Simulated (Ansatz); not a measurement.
Geometry optimisation, RKS PBE-D4/def2-SVP in Ansatz.

Input:

```yaml
crystal:
  periodic: [false, false, false]
  atoms:
    - { symbol: Ti, position_ang: [-0.646248, 0.081403, 0.430428] }
    - { symbol: Cl, position_ang: [3.230116, 0.545734, 0.660421] }
    - { symbol: C, position_ang: [0.19096, -0.407701, -1.178364] }
    - { symbol: H, position_ang: [2.225847, 0.118183, -0.102044] }
    - { symbol: O, position_ang: [-1.488744, 1.656119, 0.307172] }
    - { symbol: O, position_ang: [-0.991222, -1.395941, 1.390745] }
    - { symbol: H, position_ang: [0.333916, 0.266408, -2.051502] }
    - { symbol: H, position_ang: [0.451741, -1.459562, -1.422671] }
    - { symbol: H, position_ang: [-1.804403, 2.482056, -0.089156] }
    - { symbol: H, position_ang: [-1.502063, -1.886699, 2.055072] }
basis:
  gaussian: { orbitals: def2-SVP }
hamiltonian:
  xc: pbe
  dispersion: d4
relax:
  f_tol: 0.03
  max_steps: 50
```

Run as:

```bash
$ ansatz run input.yaml --threads 2 --pin off --max-ram 3072MiB --backend cpu --events-out ev --progress --plain --runs-dir out
```

Question: Where does it end, and by what steps?

Answer: The run converged. The force dipped under the threshold on the way, but the program's further checks kept it going. After 22 steps the energy has fallen by 3.646 eV; Cl2 moved furthest, 1.84 Å. Parted: Cl2–H4 (1.33 → 3.59 Å). Joined: Ti1–Cl2 (3.91 → 2.22 Å), C3–H4 (2.36 → 1.11 Å).

```
step  energy less start (eV)  largest force component (eV/Å)  accepted
   0                  0.0000                           0.330       yes
   1                 -0.1643                           0.640       yes
   2                 -0.3797                           0.941       yes
   3                 -0.6562                           1.213       yes
   4                 -0.9831                           1.481       yes
   5                 -1.2770                           1.907       yes
   6                 -1.9654                           1.900       yes
   7                 -2.6309                           1.515       yes
   8                 -2.9548                           2.980       yes
   9                 -3.2420                           1.362       yes
  10                 -3.4156                           0.673       yes
  11                 -3.5182                           0.383       yes
  12                 -3.5729                           0.217       yes
  13                 -3.6077                           0.248       yes
  14                 -3.6358                           0.160       yes
  15                 -3.6349                           0.341        no
  16                 -3.6404                           0.045       yes
  17                 -3.6424                           0.140       yes
  18                 -3.6442                           0.049       yes
  19                 -3.6451                           0.014       yes
  20                 -3.6455                           0.062       yes
  21                 -3.6457                           0.043       yes
  22                 -3.6458                           0.024       yes
```

```xyz
10
Properties=species:S:1:pos:R:3
Ti 0.032 0.223 0.582
Cl 1.761 1.315 1.447
C 0.634 -0.475 -1.270
H 1.486 -1.173 -1.128
O -1.357 1.279 0.268
O -0.421 -1.232 1.510
H 0.954 0.382 -1.899
H -0.203 -1.009 -1.768
H -1.618 2.210 0.368
H -1.269 -1.520 1.889
```

Whether the end is a true minimum wasn't checked by a vibrational analysis.

The run took 65 s on 2 threads of Arm Neoverse V2 (shared host), peak memory 0.17 GiB.
